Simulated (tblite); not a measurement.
Compound: C7H9BO2S.
Bonds: B1–O2, O2–C3, C3–C4, C4–C5, C5–C6 (aromatic), C6–C7 (aromatic), C7–C8 (aromatic), C8–S9 (aromatic), C4–C10, C10–O11, B1–O11, C5–S9 (aromatic). Hydrogens: H12 on B1; H13, H14 on C3; H15 on C4; H16 on C6; H17 on C7; H18 on C8; H19, H20 on C10.

Computed with GFN2-xTB (tblite), gas phase: L-BFGS steps from a force-field or distance-geometry start until the largest atomic force falls under 0.01 eV/Å.

Step 19: E = -878.1355 eV
```
atom  x, y, z in Å  |  force x, y, z in eV/Å
B1     -3.2678   -0.3011   -0.3691    0.020  -0.007  -0.013
O2     -2.6759   -0.3992    0.8409    0.042  -0.005   0.034
C3     -1.3023   -0.1053    0.9833    0.034   0.032  -0.003
C4     -0.5232   -0.3757   -0.3168   -0.037   0.019   0.002
C5      0.9226   -0.0137   -0.2262   -0.028  -0.078  -0.032
C6      1.9830   -0.8407   -0.4374   -0.032  -0.086   0.000
C7      3.2359   -0.2038   -0.3132    0.042   0.029   0.009
C8      3.1205    1.1107   -0.0079   -0.038   0.007  -0.013
S9      1.4722    1.5948    0.1336   -0.032  -0.006  -0.001
C10    -1.2459    0.3976   -1.4369    0.036   0.005   0.024
O11    -2.6194    0.0794   -1.4917    0.050   0.011  -0.035
H12    -4.4022   -0.5685   -0.4552    0.049   0.017   0.019
H13    -1.1894    0.9533    1.2581    0.007  -0.054   0.042
H14    -0.9261   -0.7302    1.8027    0.025   0.053  -0.048
H15    -0.5998   -1.4482   -0.5396    0.004   0.051   0.002
H16     1.8831   -1.8840   -0.6729   -0.050  -0.052  -0.020
H17     4.1760   -0.7086   -0.4489   -0.014   0.019   0.009
H18     3.9058    1.8265    0.1356   -0.078   0.037   0.025
H19    -1.1342    1.4760   -1.2527    0.006  -0.038  -0.086
H20    -0.8180    0.1515   -2.4176   -0.006   0.046   0.084
```

Step 20: E = -878.1374 eV
```
atom  x, y, z in Å  |  force x, y, z in eV/Å
B1     -3.2656   -0.3000   -0.3689    0.058  -0.003  -0.011
O2     -2.6741   -0.3972    0.8419    0.039   0.003   0.008
C3     -1.3003   -0.1036    0.9841    0.022   0.018  -0.007
C4     -0.5226   -0.3747   -0.3168   -0.062   0.012   0.001
C5      0.9232   -0.0174   -0.2264   -0.043  -0.039  -0.028
C6      1.9839   -0.8439   -0.4370   -0.075  -0.049  -0.003
C7      3.2341   -0.2038   -0.3134    0.038   0.020   0.014
C8      3.1173    1.1100   -0.0088   -0.045   0.015  -0.005
S9      1.4705    1.5917    0.1325   -0.077   0.013   0.005
C10    -1.2446    0.3992   -1.4369    0.032  -0.002   0.016
O11    -2.6181    0.0815   -1.4924    0.043   0.005   0.000
H12    -4.3974   -0.5718   -0.4552    0.008   0.014   0.016
H13    -1.1868    0.9542    1.2611    0.009  -0.054   0.037
H14    -0.9250   -0.7312    1.8016    0.032   0.055  -0.037
H15    -0.6026   -1.4466   -0.5400    0.002   0.038   0.003
H16     1.8814   -1.8854   -0.6738   -0.034  -0.092  -0.025
H17     4.1732   -0.7054   -0.4477    0.066  -0.025  -0.004
H18     3.8988    1.8273    0.1370   -0.029   0.060   0.025
H19    -1.1322    1.4779   -1.2560    0.008  -0.035  -0.075
H20    -0.8181    0.1501   -2.4169    0.008   0.048   0.069
```

Step 21: E = -878.1398 eV
```
atom  x, y, z in Å  |  force x, y, z in eV/Å
B1     -3.2613   -0.2982   -0.3686    0.056  -0.009  -0.006
O2     -2.6711   -0.3937    0.8435    0.023   0.009  -0.021
C3     -1.2972   -0.1011    0.9850    0.000  -0.003  -0.006
C4     -0.5232   -0.3732   -0.3167   -0.051   0.001   0.001
C5      0.9231   -0.0231   -0.2272   -0.067   0.029  -0.016
C6      1.9836   -0.8487   -0.4365   -0.069  -0.029  -0.015
C7      3.2318   -0.2038   -0.3135    0.013  -0.006   0.015
C8      3.1118    1.1094   -0.0100   -0.039   0.018   0.006
S9      1.4661    1.5878    0.1311   -0.112   0.016   0.008
C10    -1.2422    0.4014   -1.4366    0.011  -0.006   0.000
O11    -2.6157    0.0853   -1.4928    0.020  -0.007   0.037
H12    -4.3906   -0.5776   -0.4553   -0.010   0.021   0.015
H13    -1.1822    0.9547    1.2660    0.014  -0.032   0.029
H14    -0.9231   -0.7320    1.7994    0.047   0.044  -0.013
H15    -0.6073   -1.4437   -0.5406   -0.008   0.005   0.001
H16     1.8790   -1.8893   -0.6755   -0.013  -0.094  -0.019
H17     4.1711   -0.7018   -0.4462    0.120  -0.055  -0.013
H18     3.8888    1.8295    0.1394    0.011   0.072   0.020
H19    -1.1286    1.4800   -1.2617    0.015  -0.012  -0.050
H20    -0.8181    0.1486   -2.4151    0.037   0.039   0.029
```

Step 22: E = -878.1417 eV
```
atom  x, y, z in Å  |  force x, y, z in eV/Å
B1     -3.2560   -0.2970   -0.3683    0.032  -0.016   0.001
O2     -2.6673   -0.3911    0.8447   -0.004   0.011  -0.029
C3     -1.2941   -0.0989    0.9859   -0.018  -0.018  -0.003
C4     -0.5248   -0.3720   -0.3166   -0.024  -0.009  -0.001
C5      0.9213   -0.0279   -0.2281   -0.037   0.053  -0.012
C6      1.9821   -0.8535   -0.4365   -0.042   0.015  -0.019
C7      3.2296   -0.2039   -0.3133   -0.011  -0.029   0.014
C8      3.1061    1.1094   -0.0110   -0.029   0.008   0.014
S9      1.4599    1.5847    0.1298   -0.102   0.005   0.005
C10    -1.2399    0.4035   -1.4365   -0.008  -0.006  -0.013
O11    -2.6127    0.0881   -1.4930   -0.007  -0.009   0.046
H12    -4.3836   -0.5814   -0.4550   -0.026   0.024   0.014
H13    -1.1780    0.9549    1.2709    0.018  -0.006   0.019
H14    -0.9199   -0.7319    1.7975    0.060   0.026   0.012
H15    -0.6131   -1.4412   -0.5415   -0.015  -0.022   0.000
H16     1.8766   -1.8943   -0.6773    0.003  -0.067  -0.008
H17     4.1707   -0.6991   -0.4449    0.111  -0.053  -0.013
H18     3.8799    1.8324    0.1420    0.016   0.059   0.011
H19    -1.1253    1.4820   -1.2679    0.020   0.011  -0.022
H20    -0.8168    0.1478   -2.4131    0.063   0.024  -0.015
```

Problem. Estimate the geometry and energy of step 23. (The exact step hangs on the optimiser's Hessian estimate; all steps are aligned on step 22, rigid shifts and turns removed.)

Solution. E = -878.1429 eV, largest force 0.079 eV/Å
```
atom  x, y, z in Å  |  force x, y, z in eV/Å
B1     -3.2519   -0.2967   -0.3679   -0.003  -0.020   0.004
O2     -2.6645   -0.3899    0.8453   -0.023   0.008  -0.011
C3     -1.2921   -0.0978    0.9865   -0.019  -0.020   0.004
C4     -0.5264   -0.3714   -0.3168    0.003  -0.013  -0.005
C5      0.9194   -0.0305   -0.2290   -0.013   0.042  -0.013
C6      1.9800   -0.8565   -0.4368    0.002   0.020  -0.024
C7      3.2279   -0.2044   -0.3130   -0.014  -0.028   0.012
C8      3.1017    1.1096   -0.0114   -0.016  -0.006   0.017
S9      1.4539    1.5829    0.1290   -0.053  -0.005   0.002
C10    -1.2384    0.4049   -1.4366   -0.011  -0.004  -0.021
O11    -2.6104    0.0890   -1.4928   -0.021  -0.001   0.027
H12    -4.3790   -0.5824   -0.4544   -0.033   0.022   0.013
H13    -1.1753    0.9549    1.2746    0.018   0.006   0.007
H14    -0.9163   -0.7312    1.7965    0.060   0.011   0.023
H15    -0.6176   -1.4401   -0.5421   -0.018  -0.031   0.001
H16     1.8750   -1.8988   -0.6787    0.010  -0.012   0.007
H17     4.1720   -0.6980   -0.4442    0.053  -0.027  -0.005
H18     3.8742    1.8353    0.1439   -0.008   0.027   0.000
H19    -1.1231    1.4837   -1.2724    0.019   0.017  -0.002
H20    -0.8144    0.1478   -2.4119    0.068   0.014  -0.037
```

The energy changes by -0.0012 eV. The first-order estimate −F·Δx gives -0.0018 eV and the mean of the old and new forces, exact on a quadratic surface, -0.0012 eV. The step makes an angle of 66° with the force vector and moves no atom by more than 0.007 Å.

What follows is the cost of the whole relaxation. On one thread, Intel Xeon at 2.50 GHz (x86_64), no GPU, shared host with 64 logical CPUs at a one-minute load of 60, this took 1.8 s of wall time.
